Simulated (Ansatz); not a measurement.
# Ligand exchange: CuH + C3H9NSi → CuNH2 + C3H8Si

Species: CuH, singlet; C3H9NSi `CC(C)[Si]N`, singlet; CuNH2 `[NH2][Cu]`, singlet; C3H8Si `CC(C)[SiH]`, singlet. The partners trade H for NH2: Cu–H and Si–NH2 bonds give way to Cu–NH2 and Si–H.

Shapes, held fixed at every level: PBE0-D4/def2-TZVP. Flexible molecules stand in one conformer, not always the lowest. Programs: Ansatz 0.2.0. The zero-point and thermal change to 298 K, harmonic and unscaled (PBE0-D4/def2-TZVP), is -2.4 kJ/mol.

```
              level                    kind  ΔH(298 K) (kJ/mol)  CPU time (sum over the molecules)
        HF/def2-SVP            Hartree–Fock              +166.9                                  –
      HF/def2-TZVPP            Hartree–Fock              +163.1                                  –
   SPW92/def2-TZVPP                     LDA              +130.2                               17 s
  PBE-D4/def2-TZVPP                     GGA              +126.4                               27 s
BHLYP-D4/def2-TZVPP           global hybrid              +154.4                               31 s
 wB97M-V/def2-TZVPP  range-separated hybrid              +143.2                              2 min
 wB97X-V/def2-TZVPP  range-separated hybrid              +139.0                               78 s
```

wB97X-V/def2-TZVPP gives ΔH(298 K) = +139.0 kJ/mol; the levels span +126.4 to +166.9. The median of the levels is +143.2. No measured value is set beside it here. Relativity is left out for Cu. Times are processor times on shared x86 and Arm servers, and rough.
